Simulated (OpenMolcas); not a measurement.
Co7+, Rh7+, Ir7+: d² down the group

```json
{
 "Program": "OpenMolcas 26.06",
 "Method": "SS-CASPT2, IPEA 0.25 Eh, imaginary shift 0.1 Eh",
 "Basis": "ANO-RCC-VQZP",
 "Scalar Hamiltonian": "DKH2, point nucleus",
 "Spin-orbit coupling": "RASSI with atomic mean-field integrals over the reference wave functions, term energies averaged over their components"
}
```

Active space for each ion: 2 electrons in 5 orbitals (d); closed shells correlated by CASPT2: Co7+ 3s 3p; Rh7+ 4s 4p; Ir7+ 5s 5p.

Computed levels in cm-1 above ³F₂:

```json
{"Level": "³F₃", "Co7+": "1440", "Rh7+": "3370", "Ir7+": "12380"}
{"Level": "³F₄", "Co7+": "3210", "Rh7+": "6940", "Ir7+": "21330"}
{"Level": "³P₀", "Co7+": "23090", "Rh7+": "16250", "Ir7+": "17890"}
{"Level": "³P₁", "Co7+": "23630", "Rh7+": "17770", "Ir7+": "25710"}
{"Level": "³P₂", "Co7+": "24870", "Rh7+": "21260", "Ir7+": "38660"}
{"Level": "¹G₄", "Co7+": "33040", "Rh7+": "24290", "Ir7+": "36300"}
{"Level": "¹S₀", "Co7+": "76410", "Rh7+": "54300", "Ir7+": "65600"}
{"Level": "weight of ³F in the lowest level (%)", "Co7+": "100", "Rh7+": "97", "Ir7+": "86"}
```

Mixed levels, with the weight of the term that names them: Rh7+ ³P₂ (74 %), Ir7+ ³P₂ (58 %).

Measured, with the error of the calculation in %. Measured levels: Co7+ from Sugar and Corliss, J. Phys. Chem. Ref. Data 10, 1097 (1981); Ir7+ from van het Hof, Joshi, Wyart and Sugar, J. Res. Natl. Inst. Stand. Technol. 100, 687 (1995).

```tsv
Level	Co7+	Ir7+
³F₃	1430 (+0.7)	12672 (-2.3)
³F₄	3144 (+2.0)	21615 (-1.3)
³P₀	22304 (+3.5)	17254 (+3.7)
³P₁	22839 (+3.5)	25221 (+1.9)
³P₂	24055 (+3.4)	38878 (-0.6)
¹G₄	32360 (+2.1)	36253 (+0.1)
¹S₀	74247 (+2.9)	65022 (+0.9)
```

The fine-structure level ³F₄ changes by a factor of 6.64 from Co7+ to Ir7+.

Without spin-orbit coupling ³P lies 22190, 14400, 13320 cm-1 above ³F in that order; the difference to the level ³P₀, of either sign, comes from spin-orbit coupling, which also lowers the zero.

Term energies are means over components that CASPT2 splits; among the terms shown or strongly mixed into the levels shown the widest spread is 850 cm-1 (3d² ¹G, Co7+). Computed and measured levels are paired by configuration, term and J; levels that our copy of the source lacks, or whose pairing is in doubt (as where it misses far off the trend of its configuration), stay unpaired and out of the deviations. Levels of configurations outside the active space are missing.
